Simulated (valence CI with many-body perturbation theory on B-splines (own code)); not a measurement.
# E1 line list for Si⁷⁺

Level of theory: configuration interaction combined with many-body perturbation theory (CI+MBPT): five valence electrons over a frozen Dirac-Fock core [He], a basis of 9 s, 9 p, 8 d, 6 f, 3 g, 1 h functions for each j, with the one-electron correlation potential Σ1 (screened to all orders), the two-electron term Σ2, the three-electron term Σ3, Breit, model QED; selected single and double excitations, second order for the rest, scaled by the run's own slope (own B-spline code, finite nucleus).

No measured levels were compared; by estimate levels hold to about 100 cm⁻¹ or 0.05 % of their energy and the worst to 300 or 400 cm⁻¹, as in measured light ions of charge 2 to 7. Among the levels kept, up to 2100 cm⁻¹ of a level comes from second order outside the variational space, and about a tenth of that is noise between levels of different J, which matters for small intervals.

Lines 151 to 200 of 213 in falling wavelength, among levels below 1683400 cm⁻¹, chosen from the strongest by gf and those to the six lowest levels. Wavelengths and rates use the calculated energies, so an error of 300 cm⁻¹ moves a line at 69.52 Å by 0.021 % and its rate by three times that or more. Electric multipoles are in the length gauge, E1 and E2 with the static RPA response of the core. Weak lines are less certain than strong ones. Lines between different terms over intervals too small for the method are left out, as are lines whose strength nearly cancels. The highest levels of a list are the least certain.

Names give the largest LS component (configuration and term), which can be under half, so a name can repeat, a term be missing and a line seem to break the LS rules; names also repeat where a configuration has a term twice.

| λ vac (Å) | Upper | Lower | A (s⁻¹) | log gf | Branch % |
| --- | --- | --- | --- | --- | --- |
| 69.52 | 2s²2p²3s ²S_1/2 | 2s²2p³ ²P°_1/2 | 3.51e+10 | -1.29 | 36.4 |
| 68.98 | 2s²2p²3s ²P_1/2 | 2s²2p³ ⁴S°_3/2 | 5.23e+07 | -4.13 | 0.0 |
| 68.79 | 2s²2p²3s ²P_3/2 | 2s²2p³ ⁴S°_3/2 | 4.46e+07 | -3.90 | 0.0 |
| 67.81 | 2s²2p²3s ²S_1/2 | 2s²2p³ ²D°_3/2 | 3.55e+08 | -3.31 | 0.4 |
| 67.19 | 2s²2p²3s ²D_5/2 | 2s²2p³ ⁴S°_3/2 | 6.06e+07 | -3.61 | 0.1 |
| 66.26 | 2s²2p²3d ⁴F_3/2 | 2s²2p³ ²P°_3/2 | 1.61e+08 | -3.37 | 6.7 |
| 66.23 | 2s²2p²3d ⁴F_3/2 | 2s²2p³ ²P°_1/2 | 3.65e+07 | -4.02 | 1.5 |
| 65.85 | 2s²2p²3d ²P_3/2 | 2s²2p³ ²P°_3/2 | 1.10e+11 | -0.54 | 52.7 |
| 65.83 | 2s²2p²3d ²P_3/2 | 2s²2p³ ²P°_1/2 | 2.75e+10 | -1.15 | 13.2 |
| 65.81 | 2s²2p²3d ⁴D_1/2 | 2s²2p³ ²P°_3/2 | 1.73e+10 | -1.65 | 26.0 |
| 65.79 | 2s²2p²3d ⁴D_1/2 | 2s²2p³ ²P°_1/2 | 3.20e+10 | -1.38 | 48.0 |
| 65.75 | 2s²2p²3d ⁴D_5/2 | 2s²2p³ ²P°_3/2 | 1.50e+07 | -4.23 | 0.0 |
| 65.73 | 2s²2p²3d ⁴D_3/2 | 2s²2p³ ²P°_3/2 | 4.60e+10 | -0.92 | 48.3 |
| 65.71 | 2s²2p²3d ⁴D_3/2 | 2s²2p³ ²P°_1/2 | 1.27e+10 | -1.48 | 13.3 |
| 65.63 | 2s²2p²3d ²P_1/2 | 2s²2p³ ²P°_3/2 | 6.97e+10 | -1.05 | 29.5 |
| 65.61 | 2s²2p²3d ²P_1/2 | 2s²2p³ ²P°_1/2 | 1.31e+11 | -0.77 | 55.5 |
| 65.46 | 2s²2p²3d ²F_5/2 | 2s²2p³ ²P°_3/2 | 6.38e+08 | -2.61 | 0.4 |
| 65.32 | 2s²2p²3d ⁴P_5/2 | 2s²2p³ ²P°_3/2 | 2.53e+08 | -3.01 | 0.0 |
| 65.26 | 2s²2p²3d ⁴P_3/2 | 2s²2p³ ²P°_3/2 | 5.97e+07 | -3.82 | 0.0 |
| 65.24 | 2s²2p²3d ⁴P_3/2 | 2s²2p³ ²P°_1/2 | 1.19e+08 | -3.52 | 0.0 |
| 65.23 | 2s²2p²3d ⁴P_1/2 | 2s²2p³ ²P°_3/2 | 6.82e+07 | -4.06 | 0.0 |
| 64.68 | 2s²2p²3d ⁴F_3/2 | 2s²2p³ ²D°_3/2 | 9.86e+08 | -2.61 | 41.4 |
| 64.64 | 2s²2p²3d ⁴F_5/2 | 2s²2p³ ²D°_5/2 | 5.01e+08 | -2.73 | 18.8 |
| 64.63 | 2s²2p²3d ⁴F_5/2 | 2s²2p³ ²D°_3/2 | 7.23e+08 | -2.57 | 27.1 |
| 64.57 | 2s²2p²3d ⁴F_7/2 | 2s²2p³ ²D°_5/2 | 1.06e+09 | -2.28 | 50.3 |
| 64.39 | 2s²2p²3d ²D_3/2 | 2s²2p³ ²P°_3/2 | 7.96e+10 | -0.70 | 15.0 |
| 64.37 | 2s²2p²3d ²D_3/2 | 2s²2p³ ²P°_1/2 | 2.48e+11 | -0.21 | 46.6 |
| 64.35 | 2s²2p²3d ²D_5/2 | 2s²2p³ ²P°_3/2 | 2.45e+11 | -0.04 | 42.2 |
| 64.30 | 2s²2p²3d ²P_3/2 | 2s²2p³ ²D°_5/2 | 4.00e+10 | -1.00 | 19.2 |
| 64.29 | 2s²2p²3d ²P_3/2 | 2s²2p³ ²D°_3/2 | 1.94e+10 | -1.32 | 9.3 |
| 64.25 | 2s²2p²3d ⁴D_1/2 | 2s²2p³ ²D°_3/2 | 1.09e+10 | -1.87 | 16.4 |
| 64.21 | 2s²2p²3d ⁴D_5/2 | 2s²2p³ ²D°_5/2 | 9.47e+07 | -3.45 | 0.2 |
| 64.20 | 2s²2p²3d ⁴D_5/2 | 2s²2p³ ²D°_3/2 | 2.44e+09 | -2.04 | 5.9 |
| 64.19 | 2s²2p²3d ⁴D_3/2 | 2s²2p³ ²D°_5/2 | 1.34e+10 | -1.48 | 14.1 |
| 64.18 | 2s²2p²3d ⁴D_3/2 | 2s²2p³ ²D°_3/2 | 1.25e+10 | -1.51 | 13.2 |
| 64.16 | 2s²2p²3d ⁴D_7/2 | 2s²2p³ ²D°_5/2 | 2.49e+09 | -1.91 | 67.5 |
| 64.08 | 2s²2p²3d ²P_1/2 | 2s²2p³ ²D°_3/2 | 3.41e+10 | -1.38 | 14.4 |
| 63.93 | 2s²2p²3d ²F_5/2 | 2s²2p³ ²D°_5/2 | 1.36e+10 | -1.30 | 7.6 |
| 63.92 | 2s²2p²3d ²F_5/2 | 2s²2p³ ²D°_3/2 | 1.61e+11 | -0.23 | 90.1 |
| 63.80 | 2s²2p²3d ⁴P_5/2 | 2s²2p³ ²D°_5/2 | 5.29e+08 | -2.71 | 0.1 |
| 63.79 | 2s²2p²3d ⁴P_5/2 | 2s²2p³ ²D°_3/2 | 1.23e+08 | -3.35 | 0.0 |
| 63.75 | 2s²2p²3d ²F_7/2 | 2s²2p³ ²D°_5/2 | 1.78e+11 | -0.06 | 99.4 |
| 63.74 | 2s²2p²3d ⁴P_3/2 | 2s²2p³ ²D°_5/2 | 5.97e+08 | -2.84 | 0.1 |
| 63.70 | 2s²2p²3d ⁴P_1/2 | 2s²2p³ ²D°_3/2 | 1.19e+08 | -3.84 | 0.0 |
| 62.91 | 2s²2p²3d ²D_3/2 | 2s²2p³ ²D°_5/2 | 3.40e+10 | -1.09 | 6.4 |
| 62.90 | 2s²2p²3d ²D_3/2 | 2s²2p³ ²D°_3/2 | 1.69e+11 | -0.40 | 31.8 |
| 62.87 | 2s²2p²3d ²D_5/2 | 2s²2p³ ²D°_5/2 | 2.46e+11 | -0.06 | 42.5 |
| 62.86 | 2s²2p²3d ²D_5/2 | 2s²2p³ ²D°_3/2 | 8.73e+10 | -0.51 | 15.1 |
| 62.16 | 2s²2p²3d ²G_7/2 | 2s²2p³ ²D°_5/2 | 2.76e+10 | -0.89 | 95.9 |
| 61.90 | 2s²2p²3d ⁴F_3/2 | 2s²2p³ ⁴S°_3/2 | 1.39e+08 | -3.50 | 5.8 |

Q: How does gf follow from A for the line at 63.79 Å?

A: gf = 1.4992 × (2J+1)_upper × A / σ², with σ = 1567632 cm⁻¹ and 2J+1 = 6: gf = 0.000450.
